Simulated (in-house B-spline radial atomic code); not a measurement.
# Ionising Bi II (Bi+) with different functionals

Computed with a radial B-spline atomic code at the basis-set limit: scalar-relativistic (spin-free X2C) Hamiltonian, Fermi nucleus of rms radius 5.5211 fm, spin-polarised at highest spin, spherical fractional occupations for the functionals, and exact exchange of hybrids averaged over the configuration. The ionisation energy is the difference of two self-consistent energies, [Xe] 4f14 5d10 6s2 6p2 → [Xe] 4f14 5d10 6s2 6p1, without Breit or QED terms; ε is the level of the shell that loses the electron (its least bound occupied spin orbital). There is no spin-orbit coupling in this Hamiltonian.

| method | rung | ΔSCF (eV) | -ε(6p) (eV) |
| --- | --- | --- | --- |
| PBE0 | global hybrid | 15.88 | 13.14 |
| B3LYP | global hybrid | 15.86 | 12.86 |
| TPSSh | global hybrid | 15.81 | 12.51 |
| BHandHLYP | global hybrid | 15.76 | 13.97 |
| r2SCAN0 | global hybrid | 16.07 | 13.39 |
| B97-1 | global hybrid | ? | ? |
| HSE06 | range-separated hybrid | 15.86 | 12.72 |
| wB97X | range-separated hybrid | ? | ? |
| CAM-B3LYP | range-separated hybrid | 15.89 | 14.35 |
| LC-wPBE | range-separated hybrid | 15.95 | 15.75 |

(1) What does wB97X give?

(2) What does B97-1 give?

(3) Among the functionals, which spreads more, the ΔSCF values or the orbital energies?

(4) How do they compare with the NIST value?

## Answers

(1) ΔSCF 15.56 eV, and -ε(6p) = 15.09 eV.

(2) ΔSCF 15.63 eV, and -ε(6p) = 12.74 eV.

(3) The orbital energies: ΔSCF values span about 0.51 eV and the orbital energies 3.24 eV; here energy differences depend much less on the functional than eigenvalues do.

(4) NIST lists 16.703 eV ± 0.004 (measured, ground level to ground level). Errors run from -1.14 to -0.63 eV. The correlated functionals all miss on the same side by more than they spread, so the cause is common to them (spin-orbit coupling, Breit-QED terms, multiplet and fine-structure energies, or a listed next ion that isn't the cheapest removal here) and closeness doesn't rank the functionals.
